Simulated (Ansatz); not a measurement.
A structure relaxed at B3LYP-D4/def2-TZVP in Ansatz, charge 0, singlet:

```xyz
4

Si    0.9854    0.2475    0.4633
Si   -0.9855   -0.2474   -0.4636
F    -2.3478    0.2385    0.2412
F     2.3479   -0.2386   -0.2408
```

Give its formula and point group.

the cluster Si2F2. Point group C2h (tolerance 0.1 Å).

Summarise the bond lengths by kind (pairs closer than 1.2 times the sum of covalent radii, bridged metal pairs left out).

2 × F–Si 1.61 Å; 1 × Si–Si 2.23 Å.

The restricted singlet is unstable towards broken spin symmetry in Hartree–Fock (as tested in another run); at B3LYP-D4/def2-TZVP this wasn't settled. Another isomer (triplet) lies 0.70 eV lower at PBE0-D4/def2-TZVP; other spin states weren't run for this one.
